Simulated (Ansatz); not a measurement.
C2H3BO can be A, `BC=C=O`, or B, `C#CBO`.

Gas-phase electronic energies from Ansatz, PBE0-D4/def2-TZVP geometries. CCSD(T)/CBS is the MP2 limit (def2-TZVPP, def2-QZVPP) plus CCSD(T) − MP2 in def2-TZVPP, frozen cores. DFT in def2-TZVPP. B3LYP here is the variant with VWN-RPA as its local correlation; programs differ in this. One conformer a species, not always the lowest.

A:

```xyz
7

B     0.6974   -0.1472    0.8099
C    -0.0214    0.5080   -0.3389
C    -0.9926   -0.2000   -0.8972
O    -1.8241   -0.8463   -1.3501
H     1.5834    0.4370    1.3576
H     0.3786   -1.2433    1.1655
H     0.1787    1.4919   -0.7468
```

B:

```xyz
7

C    -0.833   -0.457    1.550
C    -0.282   -0.340    0.483
B     0.415   -0.204   -0.871
O     0.794    1.001   -1.349
H    -1.319   -0.567    2.492
H     0.646   -1.159   -1.550
H     0.580    1.726   -0.755
```

Q: Which is lower in electronic energy at CCSD(T)/CBS, and by how much? (An estimate is asked.)

A: Computed: B, by 71.7 kJ/mol.

Q: Give E(B) − E(A) in kJ/mol with B3LYP, HF/def2-TZVPP, CCSD(T)/def2-SVP, B2PLYP, r2SCAN-D4, MP2/def2-TZVPP, CCSD(T)/def2-TZVPP. (Estimate.)

A: The calculation gave: B3LYP -46.2, HF/def2-TZVPP -56.6, CCSD(T)/def2-SVP -56.7, B2PLYP -54.5, r2SCAN-D4 -33.4, MP2/def2-TZVPP -66.4, CCSD(T)/def2-TZVPP -64.6. None reverses the order clearly.

Q: Does the order hold for the free energy at 298.15 K (harmonic terms from PBE0-D4)? (Best estimate.)

A: Computed: Yes: G(B) − G(A) = -66.9 kJ/mol, for one conformer each.

Largest T1 diagnostic: 0.017.

From BLYP to BHLYP (50 % exact exchange), in def2-TZVPP and without D4, E(B) − E(A) moves by −14.2 kJ/mol. In def2-TZVPP, CCSD(T) changes the Hartree–Fock value by −8.0 kJ/mol (the triples alone add +3.5 kJ/mol) and MP2 by −9.8 kJ/mol.
